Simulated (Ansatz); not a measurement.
Cl2Zn, singlet, at a GFN2-xTB geometry (such geometries of metal compounds can be far from the true shape). Base run: HF/def2-SVP (Ansatz, a first-principles code).

Here is a job for Ansatz.
Ansatz 0.2 input:
```yaml
crystal:
  periodic: [false, false, false]
  atoms:
    - {symbol: Zn, position_ang: [0.10825094, 0.38059368, 0.21210131]}
    - {symbol: Cl, position_ang: [1.30904056, -0.00597581, -1.49586408]}
    - {symbol: Cl, position_ang: [-1.50007163, -0.66566009, 1.12156766]}
basis:
  gaussian:
    orbitals: def2-SVP
hamiltonian:
  xc: hf
```

The base run was repeated with changes; each row names its change, and settings that it needs were set with it.

| change | basis functions | E (Eh) |
|---|---|---|
| base | 67 | -2696.37240 |
| basis = cc-pVTZ-DK; relativity = spin-free X2C | 136 | -2716.23498 |
| basis = x2c-TZVPall; relativity = none | 122 | -2689.80411 |
| basis = cc-pVDZ-DK; relativity = spin-free X2C | 79 | -2716.20116 |
| basis = x2c-TZVPall; relativity = spin-free X2C; nucleus = Gaussian | 122 | -2716.19960 |
| basis = cc-pVTZ-DK; relativity = spin-free X2C; nucleus = Gaussian | 136 | -2716.22512 |
| basis = cc-pVDZ-DK; relativity = spin-free X2C; nucleus = Gaussian | 79 | -2716.19134 |
| basis = x2c-TZVPall; relativity = spin-free X2C | 122 | -2716.20821 |
| basis = cc-pVTZ-DK; relativity = none | 136 | -2687.04143 |
| basis = cc-pVDZ-DK; relativity = none | 79 | -2687.05815 |

Total energies compare only within one method and basis.

Ansatz warned in this series: the basis is contracted for relativity, which the run leaves out.

Basis sets contracted for a relativistic Hamiltonian are a mismatch without it, so the rows without relativity aren't non-relativistic limits. No row has spin-orbit coupling; sets with core potentials leave out the core electrons.
